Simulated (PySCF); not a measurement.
From one molecule to another.

First species: nitrogen trifluoride, NF3.
InChI=1S/F3N/c1-4(2)3

Second species: C₅H₇F₃O₂.
Z-matrix (Å and degrees, PBE0-D3(BJ)/def2-SVP geometry), rows numbered from 1:
```
F 
C   1  1.3303
F   2  1.3303  1  108.26
F   2  1.3425  1  107.43  3  -115.82
C   2  1.5419  1  110.15  3   120.36
O   5  1.3834  2  111.62  1  -175.23
C   6  1.4191  5  116.16  2   -81.32
C   7  1.5167  6  110.18  5   -51.15
C   8  1.5171  7  108.78  6    53.29
O   5  1.3841  2  111.68  1    54.23
H   5  1.1018  2  104.73  1   -60.47
H   7  1.1046  6  110.72  5    71.62
H   7  1.0986  6  105.60  5  -172.04
H   8  1.1011  7  110.62  6   175.01
H   8  1.1019  7  109.37  6   -66.08
H   9  1.0987  8  111.73  7  -170.33
H   9  1.1049  8  110.70  7    69.59
```

Levels: B3LYP/def2-SVPD for HOMO energy, LUMO energy, HOMO–LUMO gap and static isotropic polarisability; TDDFT B3LYP/def2-SVPD for lowest singlet excitation. Geometries: PBE0-D3(BJ)/def2-SVP. Each structure is a single optimised conformer of the isolated species, non-relativistic unless stated. Electronic properties by PySCF.

```csv
property,column X,column Y
HOMO energy,-10.02 eV,-7.90 eV
LUMO energy,0.24 eV,0.22 eV
HOMO–LUMO gap,10.26 eV,8.12 eV
lowest singlet excitation,8.51 eV,7.26 eV
static isotropic polarisability,18.0 au,68.0 au
```

Task: Which column belongs to which species?

Result: Column X is the first species and column Y the second. The first has 4 atoms and 34 electrons, the second 17 and 80.

Task: How does each property change from the first species to the second?

Result: HOMO energy +2.12 eV; LUMO energy -0.02 eV; HOMO–LUMO gap -2.14 eV; lowest singlet excitation -1.25 eV; static isotropic polarisability +50.0 au.

On the first: The polarisability is 2.66 Å³ as a volume (1 au = 0.148185 Å³), or 0.53 au for each of the 34 electrons. S1 lies 1.75 eV below the HOMO–LUMO gap.

On the second: The principal polarisabilities are 61.7, 67.3 and 75.1 au; their mean is the isotropic value. No computed singlet falls in the visible range (750 to 380 nm, 1.65 to 3.26 eV); S1 lies 4.00 eV above its blue end.
